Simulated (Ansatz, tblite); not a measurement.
Removing and adding an electron: Sn(tBu)Me3 (C₇H₁₈Sn). Charge 0, multiplicity 1. Geometry: PBE-D4/def2-SVP. Ansatz, gas phase; energy differences of separate SCF runs; the oxidised species was run as a doublet alone; the reduced species was run as a doublet alone.

```xyz
26

Sn    0.4840   -0.0706    0.8787
C    -0.5840    0.0843   -1.0604
C     0.4139    0.5464   -2.1292
C    -1.7186    1.1050   -0.9098
C    -1.1492   -1.2962   -1.4163
H    -0.0861    0.6340   -3.1228
H     0.8468    1.5417   -1.8948
H     1.2562   -0.1669   -2.2525
H    -1.3416    2.1135   -0.6373
H    -2.4552    0.8004   -0.1369
H    -2.2783    1.2154   -1.8686
H    -1.8663   -1.6649   -0.6525
H    -0.3505   -2.0598   -1.5252
H    -1.6987   -1.2582   -2.3866
C    -0.9526   -0.4946    2.4621
H    -0.4279   -0.6338    3.4275
H    -1.5182   -1.4184    2.2304
H    -1.6683    0.3442    2.5654
C     1.4971    1.8139    1.2954
H     0.7733    2.6520    1.2729
H     2.2831    2.0023    0.5383
H     1.9697    1.7815    2.2966
C     1.9493   -1.6805    0.7703
H     2.6559   -1.5011   -0.0636
H     1.4418   -2.6508    0.6040
H     2.5244   -1.7387    1.7151
```

In the def2 sets Sn takes a core potential; there is no spin–orbit coupling. The xTB rows come from tblite. B3LYP takes the VWN-RPA correlation.

```
             level  −HOMO (eV)  vertical IE (eV)  −LUMO (eV)  vertical EA (eV)  HOMO–LUMO gap (eV)  IE − EA (eV)                       remarks
          GFN1-xTB       11.10             13.54        6.29              3.88                4.81          9.66                             –
          GFN2-xTB       10.16             12.49        5.58              3.13                4.57          9.36                             –
  PBE-D4/def2-TZVP        5.59              8.09        0.43             -1.18                5.16          9.27  HOMO above zero (-1 doublet)
B3LYP-D4/def2-TZVP        6.49              8.32       -0.06             -1.27                6.55          9.59  HOMO above zero (-1 doublet)
 PBE0-D4/def2-TZVP        6.66              8.26       -0.37             -1.47                7.03          9.73  HOMO above zero (-1 doublet)
```

   A HOMO above zero means that the electron is unbound at that level or that self-interaction error raises the level; the energy of removing that electron tells which. Raw xTB energy differences between charge states are shifted by several eV; the methods need an empirical correction for them. Sets without diffuse functions give affinities that are too small. A negative affinity means that the extra electron isn't bound; its size then hangs on the basis.
